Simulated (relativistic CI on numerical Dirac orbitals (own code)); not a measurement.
## How well does a small relativistic CI reproduce Al4+?

Computed by Dirac-Coulomb-Breit CI, orbitals from a KLI potential per configuration, model QED, valence Slater integrals scaled by 0.85, P86 correlation energy added to each configuration (own radial code, finite nucleus).

Configurations in the expansion (outside the closed core 1s2): 2s2 2p5, 2s 2p6, 2s2 2p4 3s, 2s2 2p4 3p, 2s2 2p4 3d, 2s2 2p4 4s, 2p6 3s, 2s2 2p4 4p, 2s 2p5 3s, 2s2 2p4 4d, 2s2 2p4 4f, 2p6 3p, 2s 2p5 3p, 2p6 3d, 2s2 2p3 3s2, 2s2 2p3 3s 3p. Levels of other configurations are missing.

| Configuration | Term (tabulated) | J | Measured (cm⁻¹) | Computed | Error | Purity (%) |
| --- | --- | --- | --- | --- | --- | --- |
| 2s2 2p5 | 2P° | 3/2 | 0.0 | 0 | 0 | 100 |
| 2s2 2p5 | 2P° | 1/2 | 3442.0 | 3414 | -28 | 100 |
| 2s 2p6 | 2S † | 1/2 | 358816.0 | 375595 | 16779 | 99 |
| 2s2 2p4 3s | 4P | 5/2 | 751840.1 | 753282 | 1442 | 99 |
| 2s2 2p4 3s | 4P | 3/2 | 753989.5 | 755415 | 1426 | 98 |
| 2s2 2p4 3s | 4P | 1/2 | 755237.4 | 756653 | 1416 | 99 |
| 2s2 2p4 3s | 2P | 3/2 | 764250.4 | 764820 | 569 | 98 |
| 2s2 2p4 3s | 2P | 1/2 | 766792.2 | 767336 | 544 | 99 |
| 2s2 2p4 3s | 2D | 5/2 | 796622.4 | 793921 | -2701 | 99 |
| 2s2 2p4 3s | 2D | 3/2 | 796652.9 | 793953 | -2700 | 99 |
| 2s2 2p4 3s | 2S | 1/2 | 843914.0 | 832361 | -11553 | 97 |
| 2s2 2p4 3d | 4F | 5/2 | 919901.0 | 921489 | 1588 | 93 |
| 2s2 2p4 3d | 4F | 3/2 | 920675.0 | 922220 | 1545 | 97 |
| 2s2 2p4 3d | 4P | 1/2 | 921415.4 | 922293 | 877 | 99 |
| 2s2 2p4 3d | 4P | 3/2 | 922132.8 | 923036 | 904 | 96 |
| 2s2 2p4 3d | 4P | 5/2 | 923227.2 | 924036 | 809 | 91 |
| 2s2 2p4 3d | 2D | 3/2 | 925432.0 | 927584 | 2152 | 73 |
| 2s2 2p4 3d | 2P | 1/2 | 925894.0 | 927421 | 1527 | 98 |
| 2s2 2p4 3d | 2D | 5/2 | 926388.0 | 928791 | 2403 | 90 |
| 2s2 2p4 3d | 2P | 3/2 | 928408.0 | 930120 | 1712 | 74 |
| 2s2 2p4 3d | 2S | 1/2 | 960415.0 | 958172 | -2243 | 93 |
| 2s2 2p4 3d | 2P | 3/2 | 960868.0 | 958571 | -2297 | 99 |
| 2s2 2p4 3d | 2P | 1/2 | 961638.0 | 959427 | -2211 | 94 |
| 2s2 2p4 3d | 2D | 5/2 | 962631.0 | 960622 | -2009 | 67 |
| 2s2 2p4 3d | 2D | 3/2 | 963319.0 | 961193 | -2126 | 99 |
| 2s2 2p4 4d | 4P † | 3/2 | 1063650.0 | 1062918 | -732 | 79 |
| 2s2 2p4 4d | 4P † | 5/2 | 1064050.0 | 1064108 | 58 | 83 |
| 2s2 2p4 4d | 2P | 1/2 | 1065170.0 | 1066396 | 1226 | 96 |
| 2s2 2p4 4d | 2D | 5/2 | 1066610.0 | 1068342 | 1732 | 88 |

Measured levels from NIST levels in Kelleher and Podobedova, J. Phys. Chem. Ref. Data 37, 709 (2008); pairs were made by configuration, J and term (by order where the table uses no LS term), so strongly mixed levels may be paired wrongly.

Mean error by configuration (cm⁻¹): 2s2 2p5 -28; 2s2 2p4 3s -1445; 2s2 2p4 3d 188; 2s2 2p4 4d 1479. Over the excited levels the mean absolute error is 1990 cm⁻¹ (28 of the 30 excited levels that our extract of the source holds in range could be paired, and the others can miss by more), and the median relative error of those above 1,000 cm⁻¹ is 0.19 %. † marks terms whose computed intervals miss the measured ones by more than a factor of 2.5, or configurations far off the rest, from wrong mixing, a near crossing or a doubtful label or measurement; they are left out of the means.
